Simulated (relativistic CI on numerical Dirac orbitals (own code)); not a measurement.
**W3+: 5p photoemission**

Computed with this model: Dirac-Coulomb-Breit CI, KLI orbitals optimised for each configuration, model QED (radiative potential, 1s self-energy scaled to tabulated hydrogen-like ionisation energies), valence Slater integrals scaled by 0.8, multiplet model of photoemission in the sudden approximation; configurations [Xe] 4f14 5d3 → [Kr] 4d10 4f14 5s2 5p5 5d3; 300 K; Lorentzian 1.5 eV and Gaussian 0.6 eV FWHM. Energies are those of the free ion, without screening or charge transfer. The energies are binding energies and can lie tens of eV above those of solids. S is read from ⟨S²⟩ = S(S + 1).

Field parameters in Wybourne normalisation: D3d B²₀ = −7Dσ, B⁴₀ = −14Dq − 21Dτ, B⁴₃ = −14√(10/7) Dq. The field is a parameter set, without covalency.

Computed curve for D3d, 10Dq = 19350, Dσ = -1200, Dτ = 90 cm⁻¹, scaled to 100 at the maximum (points under 2 are left out and the grid is thinned):

```tsv
Energy (eV)	Intensity
67.4	2.0
68.0	2.4
68.4	2.7
69.0	3.2
69.4	3.7
70.0	4.7
70.4	5.6
71.0	7.6
71.4	9.6
72.0	14.6
72.4	20.5
73.0	38.3
73.4	60.9
74.0	96.8
74.4	98.2
75.0	86.0
75.4	77.0
76.0	58.3
76.4	47.6
77.0	38.3
77.4	35.6
78.0	30.1
78.4	25.1
79.0	19.4
79.4	17.0
80.0	15.7
80.4	16.5
81.0	18.6
81.4	19.3
82.0	18.1
82.4	16.4
83.0	15.0
83.4	14.8
84.0	15.2
84.4	15.7
85.0	15.9
85.4	16.8
86.0	21.1
86.4	25.9
87.0	33.9
87.4	34.6
88.0	26.8
88.4	22.9
89.0	19.2
89.4	16.8
90.0	14.4
90.4	13.4
91.0	12.6
91.4	11.9
92.0	11.2
92.4	12.1
93.0	15.0
93.4	14.8
94.0	10.9
94.4	8.6
95.0	6.2
95.4	4.9
96.0	3.4
96.4	2.7
97.0	2.0
```

The ground state has S = 1.47, and the centroid lies at 79.84 eV.
